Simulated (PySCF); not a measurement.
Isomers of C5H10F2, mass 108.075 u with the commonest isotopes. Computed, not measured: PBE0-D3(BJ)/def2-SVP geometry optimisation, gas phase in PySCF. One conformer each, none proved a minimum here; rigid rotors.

Problem. Order these by rotational constant A, smallest first.
A. `[CH3:1][CH:2]([CH3:3])[CH2:4][CH:5]([F:6])[F:7]` with C1–C2–C4–C5 174°, C2–C4–C5–F6 -58°
B. `[CH3:1][CH2:2][C:3]([F:4])([F:5])[CH2:6][CH3:7]` with C1–C2–C3–F4 56°, C2–C3–C6–C7 63° ((CH3CH2)2CF2)
C. (CH3)3CCHF2, `CC(C)(C)C(F)F`

Solution. C (3203 MHz), B (3727 MHz), A (4550 MHz).

Problem. Order these by out-of-plane moment Σ m c² = (Ia + Ib − Ic)/2, smallest first.
A. `[CH3:1][CH2:2][C:3]([F:4])([F:5])[CH2:6][CH3:7]` with C1–C2–C3–F4 56°, C2–C3–C6–C7 63° ((CH3CH2)2CF2)
B. `[CH3:1][CH:2]([CH3:3])[CH2:4][CH:5]([F:6])[F:7]` with C1–C2–C4–C5 174°, C2–C4–C5–F6 -58°
C. (CH3)3CCHF2, `CC(C)(C)C(F)F`

Solution. B (43.16 u·Å²), A (51.71 u·Å²), C (57.27 u·Å²).

Problem. Order these by rotational constant C, smallest first.
A. `[CH3:1][CH:2]([CH3:3])[CH2:4][CH:5]([F:6])[F:7]` with C1–C2–C4–C5 174°, C2–C4–C5–F6 -58°
B. (CH3)3CCHF2, `CC(C)(C)C(F)F`
C. `[CH3:1][CH2:2][C:3]([F:4])([F:5])[CH2:6][CH3:7]` with C1–C2–C3–F4 56°, C2–C3–C6–C7 63° ((CH3CH2)2CF2)

Solution. A (1306 MHz), C (1704 MHz), B (1933 MHz).

```json
{"SMILES": "CCC(F)(F)CC", "point group": "C1", "Ia (u·Å²)": "135.59", "Ib (u·Å²)": "264.35", "Ic (u·Å²)": "296.52", "κ": "-0.79", "μa (D)": "0.85", "μb (D)": "1.57", "μc (D)": "1.14"}
{"SMILES": "CC(C)(C)C(F)F", "point group": "Cs", "Ia (u·Å²)": "157.78", "Ib (u·Å²)": "218.22", "Ic (u·Å²)": "261.46", "κ": "-0.40", "μa (D)": "1.80", "μb (D)": "0.00", "μc (D)": "0.76"}
{"SMILES": "CC(C)CC(F)F", "point group": "C1", "Ia (u·Å²)": "111.07", "Ib (u·Å²)": "362.14", "Ic (u·Å²)": "386.88", "κ": "-0.94", "μa (D)": "1.96", "μb (D)": "0.07", "μc (D)": "0.86"}
```
